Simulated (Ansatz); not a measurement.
`CS[SiH2]N` at its PBE0-D4/def2-TZVP geometry, where that method's forces vanish. Charge 0, multiplicity 1.

```csv
atom,x (Å),y (Å),z (Å)
C1,0.7678,-1.4998,-0.7916
S2,1.1185,-0.8706,0.8743
Si3,-0.4915,0.5116,1.0744
N4,-0.5410,1.7889,-0.0626
H5,0.7561,-0.6880,-1.5189
H6,-0.1830,-2.0331,-0.8157
H7,1.5679,-2.1925,-1.0502
H8,-0.3085,1.0245,2.4544
H9,-1.7903,-0.1920,0.9089
H10,0.2318,2.4196,-0.1959
H11,-1.1278,1.7315,-0.8771
```

Question: For each bond, give half the difference of the two atoms' forces along it (eV/Å; positive pushes the atoms apart) under PBE-D4, r2SCAN-D4, B3LYP-D4, ωB97M-V in def2-TZVPP. (Best estimate.)

Answer: Computed: 
| bond | length (Å) | PBE-D4 | r2SCAN-D4 | B3LYP-D4 | ωB97M-V |
| --- | --- | --- | --- | --- | --- |
| C1–S2 | 1.815 | 0.17 | 0.19 | 0.29 | 0.14 |
| C1–H5 | 1.090 | 0.10 | -0.04 | -0.08 | -0.07 |
| C1–H6 | 1.090 | 0.10 | -0.04 | -0.08 | -0.07 |
| C1–H7 | 1.089 | 0.11 | -0.05 | -0.10 | -0.07 |
| S2–Si3 | 2.131 | 0.07 | 0.03 | 0.14 | 0.03 |
| Si3–N4 | 1.711 | 0.09 | 0.01 | 0.10 | 0.10 |
| Si3–H8 | 1.484 | 0.05 | -0.03 | -0.14 | -0.15 |
| Si3–H9 | 1.486 | 0.06 | -0.02 | -0.12 | -0.15 |
| N4–H10 | 1.006 | 0.20 | 0.02 | -0.01 | -0.03 |
| N4–H11 | 1.005 | 0.18 | 0.01 | -0.01 | -0.02 |

B3LYP here is the variant with VWN-RPA as its local correlation; programs differ in this.
